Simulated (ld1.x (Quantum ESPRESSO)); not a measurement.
# Debugging a pseudopotential input (lithium (Li), ld1.x (Quantum ESPRESSO) 7.5)

Command:

```bash
ld1.x < Li.in > Li.out
```

Input:

```
&input
   title='Li', zed=3., rel=0, dft='PBE', iswitch=3, dx=0.03,
   config='[He] 2s0.75 2p0 3d-2',
   nld=3, rlderiv=4.55, eminld=-2.0, emaxld=5.0, deld=0.02
 /
 &inputp
   pseudotype=2, tm=.false., lloc=-1, rcloc=3.60,
   nlcc=.false.,
   file_pseudopw='Li.UPF', file_wfcaegen='ae.wfc', file_wfcncgen='nc.wfc', file_beta='beta', file_chi='chi'
 /
3
2S  1  0   0.75   0.00  3.20  3.20  0.0
2P  2  1   0.00   0.00  4.20  4.20  0.0
3D  3  2  -2.00   0.05  4.20  4.20  0.0
 &test
   configts(1)='2s0.75 2p0'
 /
```

This is an input that runs to its end, with one change: mesh step dx=0.03.

How does the run end?

The program runs through. The occupied levels of the test differ from the all-electron ones by at most 0.00000 Ry (unchanged input: 0.00000 Ry).

```
     eps = 3.8E-21  iter =  1

     Etot =     -14.839703 Ry,      -7.419851 Ha,    -201.904444 eV
     Etotps =    -0.318075 Ry,      -0.159037 Ha,      -4.327630 eV

     Ekin =       0.120069 Ry,       0.060034 Ha,       1.633619 eV
     Encl =      -0.460344 Ry,      -0.230172 Ha,      -6.263294 eV
     Ehrt =       0.137122 Ry,       0.068561 Ha,       1.865646 eV
     Ecxc =      -0.155290 Ry,      -0.077645 Ha,      -2.112825 eV
     Epseu=       0.040367 Ry,       0.020184 Ha,       0.549224 eV

     ---------------------- End of pseudopotential test ----------------------
```
